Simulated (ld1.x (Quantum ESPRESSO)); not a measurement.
# Building the PAW potential for selenium (revPBE, scalar-relativistic).

| Property | Result |
| --- | --- |
| Element | Se |
| Generator | ld1.x (Quantum ESPRESSO) 7.5 |
| Type | PAW |
| Functional | revPBE |
| Relativity | scalar-relativistic |
| Frozen core | [Ar] 3d10 |
| Valence charge | 6 |
| Reference configuration | 4s2 4p4 |
| Partial waves | 4s (bound): rcut 1.55, rcutus 1.65 bohr; 4s channel at -0.65 Ry: rcut 1.55, rcutus 1.65 bohr; 4p (bound): rcut 1.25, rcutus 1.55 bohr; 4p channel at 2.35 Ry: rcut 1.25, rcutus 1.55 bohr; 4d channel at -0.1 Ry: rcut 1.20, rcutus 1.60 bohr |
| Local potential | all-electron potential smoothed inside 1.35 bohr (lloc = -1) |
| Core correction | Bessel-smoothed model core inside 1.25 bohr |
| Augmentation charge | PSQ, inside the norm-conserving radii |

Calculated quality:

- Cutoffs needed: 12 Ry and 30 Ry (the cutoffs (Ry, on a coarse ladder) from which the occupation-weighted sum of valence levels, in a spherical-Bessel basis at the reference potential, stays within 10 and 1 mRy of its value at 400 Ry)
- Ghost test: no extra level below or beside the all-electron valence levels (s, p, d, f tested) (spherical-Bessel basis up to 400 Ry, 20 bohr box)
- Largest excitation error: -275 meV (all-electron minus pseudo) for 4s2 4p0, out of 7 test configurations
- Lowest eigenvalue of the overlap operator: 0.36 (s channel)
- Density cutoff estimated by the generator: 265 Ry

Generation and tests took about 2.2 s on one core of a shared server CPU.
